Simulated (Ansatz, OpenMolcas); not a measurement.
Calibrating PBE/aug-cc-pVDZ on O-containing molecules

The atomisation enthalpy at 298 K in kJ/mol of 6 O-containing molecules: x at PBE/aug-cc-pVDZ, y from tabulated heats of molecules and atoms (Active Thermochemical Tables, CRC Handbook of Chemistry and Physics, NIST-JANAF tables). Shapes, held fixed at every level: PBE0-D4/def2-TZVP. Flexible molecules stand in one conformer, not always the lowest. Computed values hold a harmonic thermal term (PBE0-D4/def2-TZVP) and the atoms' spin-orbit lowering. Programs: OpenMolcas 26.06.

```
                molecule  x (kJ/mol)  y (kJ/mol)
 SOF2 (thionyl fluoride)        1235        1229
         C2H2O (oxirene)        1909        1843
B(BO)O (diboron dioxide)        2156        2095
        C2H2O (ethenone)        2232        2168
        C2H2O2 (glyoxal)        2664           ?
C2H3FO (acetyl fluoride)        2917        2858
```

Problem. Fit y = c + s·x to the known rows and predict y for C2H2O2.

Solution. 
1. Means of the 5 rows: x = 2089.80, y = 2038.6.
2. Σ(Δx)² = 1472235, Σ(Δx·Δy) = 1427353, so the slope is 1427353/1472235 = 0.96951.
3. Intercept: 2038.6 − (0.96951) × 2089.80 = 12.5. The largest residual of the fit is 20.
4. C2H2O2: 12.5 + 0.96951 × 2664 = 2595 kJ/mol.

The tabulated heats give 2581 kJ/mol, so the prediction is off by +14 kJ/mol, within the largest residual. Uncorrected, PBE/aug-cc-pVDZ misses it by +83 kJ/mol, and the other rows by 51 on average. The line removes about 80 % of this miss. Left out in turn, the other rows are missed by 32 kJ/mol on average. The heats of C2H3FO come from older tables and can be uncertain by 10 kJ/mol or more. The tabulated values of SOF2, B(BO)O are in doubt (older tables, estimates, or at odds with other calculations) and kept here.
